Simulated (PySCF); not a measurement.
ReO₃, SMILES [O]=[Re+](=[O])=[O], charge +1, multiplicity 1.

Geometry optimised at PBE0-D3(BJ)/def2-TZVP. The spin state was assumed, not searched. The isomer is the one that the SMILES or the coordinates give; other isomers of the formula were not compared. The def2 effective core potentials stand for the cores of Re; spin–orbit coupling is left out.

Computed with PBE0-D3(BJ)/def2-TZVP in PySCF.

Frequencies are harmonic and unscaled.

Modes within 1.5 cm⁻¹ of each other (mostly degenerate sets) share a row, with their intensities summed.

### Question
List the normal modes with their intensities. (An estimate is asked for; the answer gives what the named calculation found.)

### Answer

```json
[
 {"mode": "1", "ν (cm⁻¹)": "347", "IR (km/mol)": "8.9", "moving atoms (share of kinetic energy)": "O 84 %, Re 16 %"},
 {"mode": "2–3", "ν (cm⁻¹)": "384", "IR (km/mol)": "0.8", "moving atoms (share of kinetic energy)": "O 94 %"},
 {"mode": "4–5", "ν (cm⁻¹)": "1049", "IR (km/mol)": "150.1", "moving atoms (share of kinetic energy)": "O 90 %, Re 10 %"},
 {"mode": "6", "ν (cm⁻¹)": "1117", "IR (km/mol)": "0.0", "moving atoms (share of kinetic energy)": "O 96 %"}
]
```
